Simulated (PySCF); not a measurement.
Deuteron quadrupole couplings in `F[C@@H]1[C@H]2CC[C@]1(F)CC2`

C7H10F2.
Geometry (GFN2-xTB, Å), atoms numbered from 1 in this order:
```
atom  x, y, z in Å
F1    -0.6434   -1.4032    1.8907
C2     0.2783   -0.9023    1.0089
C3     0.2927    0.6264    0.9647
C4     1.2816    0.8792   -0.1790
C5     0.9822   -0.2661   -1.1677
C6    -0.1405   -1.0320   -0.4624
F7    -0.2794   -2.3128   -0.9338
C8    -1.4367   -0.2213   -0.5026
C9    -1.1325    0.9312    0.4763
H10    1.2345   -1.3751    1.2451
H11    0.5519    1.1223    1.8975
H12    2.3093    0.8296    0.1808
H13    1.1270    1.8599   -0.6260
H14    1.8421   -0.9214   -1.3073
H15    0.6635    0.0889   -2.1462
H16   -2.2610   -0.8414   -0.1514
H17   -1.6648    0.1208   -1.5104
H18   -1.8260    0.9185    1.3162
H19   -1.1886    1.9083   -0.0009
```

Level: PBE0/pcSseg-1 (PySCF, non-relativistic); Q(2H) = 0.00286 b; rigid geometry, the same for H and D, with no vibrational averaging.

Tabulate Vzz, the asymmetry η and χzz = 234.96 MHz × Q × Vzz for every hydrogen position.

| atom | bonded to | bond length (Å) | Vzz (au) | η | χzz (kHz) |
| --- | --- | --- | --- | --- | --- |
| H10 | C2 | 1.093 | 0.2944 | 0.10 | 198 |
| H11 | C3 | 1.088 | 0.3123 | 0.01 | 210 |
| H12 | C4 | 1.090 | 0.3077 | 0.00 | 207 |
| H13 | C4 | 1.089 | 0.3096 | 0.00 | 208 |
| H14 | C5 | 1.090 | 0.3064 | 0.00 | 206 |
| H15 | C5 | 1.089 | 0.3096 | 0.01 | 208 |
| H16 | C8 | 1.090 | 0.3060 | 0.01 | 206 |
| H17 | C8 | 1.088 | 0.3107 | 0.01 | 209 |
| H18 | C9 | 1.089 | 0.3076 | 0.02 | 207 |
| H19 | C9 | 1.089 | 0.3105 | 0.01 | 209 |

Give the 2H NMR doublet splittings at H18 for a magnetic field along the z, y and x axes of the gradient: 3χ/2, 3χ(1 + η)/4, 3χ(1 − η)/4.

With |χ| = 206.7 kHz and η = 0.017: 310, 158 and 152 kHz, to first order and without motion.

Geometry: GFN2-xTB; no solvent, vibrations or thermal averaging. GFN2-xTB bond lengths can be off by several hundredths of an ångström, more for odd bonds, and the gradients follow them. These gradients aren't converged with respect to the basis.
